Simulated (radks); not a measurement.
Q: The mean radii <r> (bohr) of the occupied orbitals of an atom or ion are listed with their occupations. All-electron calculation, Dirac Kohn-Sham, BLYP, spin-unpolarised, spherical densities, finite nucleus; Fermi nuclear charge, rms radius of each element as measured or else 0.836 A^(1/3) + 0.57 fm. Program: a radial shooting solver on a logarithmic mesh with Libxc functionals.

| orbital | occ. | <r> |
|---|---|---|
| 1s1/2 | 2 | 0.02232 |
| 2s1/2 | 2 | 0.09459 |
| 2p1/2 | 2 | 0.07905 |
| 2p3/2 | 4 | 0.08579 |
| 3s1/2 | 2 | 0.2491 |
| 3p1/2 | 2 | 0.2387 |
| 3p3/2 | 4 | 0.2516 |
| 3d3/2 | 4 | 0.2235 |
| 3d5/2 | 6 | 0.2275 |
| 4s1/2 | 2 | 0.5633 |
| 4p1/2 | 2 | 0.5752 |
| 4p3/2 | 4 | 0.6034 |
| 4d3/2 | 4 | 0.6361 |
| 4d5/2 | 6 | 0.6456 |
| 5s1/2 | 2 | 1.218 |
| 4f5/2 | 5 | 0.7481 |

Name the element and its charge. Open shells, if any, fill j = l - 1/2 first.

A: Z = 63, europium, charge +10: Eu10+ in [Kr] 4d10 4f5 5s2. The 1s radius gives Z: for a bare nucleus <r> = (2 gamma + 1)/(2Z) with gamma = sqrt(1 - (Z/c)^2), 0.02203 bohr for Z = 63, and screening makes it slightly larger (0.02232 here). The occupations add up to 53, and the charge is Z minus that.
